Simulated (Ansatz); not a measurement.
Total energies of (CuH)2 ring (Cu₂H₂) from Ansatz at CCSD(T)/def2-TZVPP, gas phase (1 Eh = 27.2114 eV = 2625.5 kJ/mol). The reference geometry is relaxed at r2SCAN-D4/def2-TZVP.

```xyz
4

Cu    0.043    0.943   -0.513
H     0.260    0.640    1.194
Cu   -0.043   -0.944    0.513
H    -0.260   -0.640   -1.194
```

```csv
state,geometry,energy (Eh)
charge 0 singlet,reference,-3279.95676
charge 1 doublet,reference,-3279.66997
free Cu atom (doublet),–,-1639.35915
free H atom (doublet),–,-0.49981
```

Correlated methods freeze 18 core orbitals.

Work out the vertical ionisation energy to the doublet.

E(charge 1 doublet) − E(charge 0 singlet) = -3279.66997 − (-3279.95676) = 0.28679 Eh = 7.80 eV.

What is the binding energy per atom against free atoms?

Atoms: 2 × (-1639.35915) + 2 × (-0.49981) = -3279.71792 Eh. Binding: -3279.71792 − (-3279.95676) = 0.23884 Eh = 6.50 eV, or 1.62 eV for each of 4 atoms (no zero-point energy, no counterpoise term).
